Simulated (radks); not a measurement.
Species: Ni4+. Configuration: [Ar] 3d6. All-electron calculation, scalar-relativistic Kohn-Sham, PBE, spin-unpolarised, spherical densities, finite nucleus; Fermi nuclear charge, rms radius 3.7757 fm. Program: a radial shooting solver on a logarithmic mesh with Libxc functionals. Some entries of the table are withheld. Estimate them.

| orbital | occ. | eigenvalue (eV) | r(max) (bohr) | <r> (bohr) |
|---|---|---|---|---|
| 1s | 2 | -8276.331 | 0.03540 | 0.05409 |
| 2s | 2 | -1046.842 | 0.2045 | (1) |
| 2p | 6 | (2) | (3) | 0.2153 |
| 3s | 2 | -173.0828 | (4) | 0.7283 |
| 3p | 6 | (5) | 0.6412 | 0.7572 |
| 3d | 6 | (6) | 0.6069 | 0.8402 |

Answer. 
(1) 2s <r> (bohr): 0.2449
(2) 2p eigenvalue (eV): -909.6302
(3) 2p r(max) (bohr): 0.1649
(4) 3s r(max) (bohr): 0.6359
(5) 3p eigenvalue (eV): -132.9276
(6) 3d eigenvalue (eV): -68.4742
